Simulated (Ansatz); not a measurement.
A nudged elastic band was laid between two geometries of BCl₂H₄NO (9 atoms, charge 0, multiplicity 1).

Method: RKS PBE0/def2-SVP in Ansatz.

```
movable images  : 9
climbing image  : yes
spring          : 5.0 eV/Å²
optimiser       : quadratic models (default)
start path      : through a guess of the saddle point
force threshold : 0.05 eV/Å
iteration limit : 60
end points      : relaxed
```

Initial state:

```xyz
9
Properties=species:S:1:pos:R:3
B -0.028 0.268 0.393
O -0.591 -0.223 1.572
H -0.903 -1.126 1.468
Cl 1.557 -0.544 -0.151
Cl -1.199 0.483 -1.038
N 0.410 1.776 0.782
H 0.874 2.226 -0.007
H -0.421 2.316 1.036
H 1.052 1.747 1.577
```

Final state:

```xyz
9
Properties=species:S:1:pos:R:3
B 0.284 0.708 -0.380
O -0.210 -0.397 2.390
H -1.004 -0.627 1.895
Cl 1.684 -0.262 -0.803
Cl -1.341 0.155 -0.821
N 0.432 1.933 0.269
H 1.343 2.315 0.490
H -0.347 2.562 0.416
H -0.088 0.535 2.175
```

Problem. What changes between the two ends?

Solution. Bonds broken: B1–O2, N6–H9. Bonds formed: O2–H9. BCl2H4NO becomes BCl2H2N + H2O.

Problem. Give the energies along the band, and the barrier.

Solution. It converged. The highest image is number 6 of 0 to 10, 1.28 eV above the first end and 0.31 eV above the last; the last end lies 0.97 eV above the first. Beside the main top the profile has a ripple of under 15 meV (maxima at images 6, 9), which may be a very shallow well or noise. A vibrational analysis at the climbing image gives one clearly imaginary mode, 1146i cm⁻¹: a first-order saddle point. The orbitals stay closed-shell, which can raise the energy where a bond breaks towards radicals; this wasn't checked here.

| image | path coordinate (Å) | energy (eV) | B1–O2 (Å) | N6–H9 (Å) | O2–H9 (Å) |
| --- | --- | --- | --- | --- | --- |
| 0 | 0.00 | 0.00 | 1.40 | 1.02 | 2.57 |
| 1 | 0.49 | 0.01 | 1.40 | 1.02 | 2.43 |
| 2 | 0.98 | 0.03 | 1.40 | 1.02 | 2.33 |
| 3 | 1.47 | 0.05 | 1.40 | 1.02 | 2.27 |
| 4 | 1.96 | 0.14 | 1.40 | 1.02 | 2.16 |
| 5 | 2.45 | 0.53 | 1.45 | 1.06 | 1.69 |
| 6 | 2.94 | 1.28 | 1.58 | 1.40 | 1.15 |
| 7 | 3.76 | 1.06 | 1.76 | 2.28 | 0.97 |
| 8 | 4.58 | 0.99 | 2.75 | 2.65 | 0.96 |
| 9 | 5.40 | 1.00 | 3.31 | 3.22 | 0.96 |
| 10 | 6.22 | 0.97 | 3.02 | 2.42 | 0.96 |

Problem. What is the geometry of the highest image?

Solution. 
```xyz
9
Properties=species:S:1:pos:R:3:forces:R:3
B 0.175 0.390 0.163 0.00 0.00 0.00
O -0.091 -0.209 1.596 0.00 0.00 0.00
H -0.982 -0.579 1.665 0.00 0.00 0.00
Cl 1.667 -0.327 -0.562 0.00 0.00 0.00
Cl -1.356 0.222 -0.828 0.00 0.00 0.00
N 0.351 1.812 0.744 0.00 0.00 0.00
H 1.300 2.177 0.708 0.00 0.00 0.00
H -0.299 2.507 0.384 0.00 0.00 0.00
H -0.014 0.929 1.763 0.00 0.00 0.00
```

Run time: 8.7 min on 2 threads of AMD EPYC 7R43 64-Core Processor (Zen 3), on a shared host, peak memory 0.23 GiB.
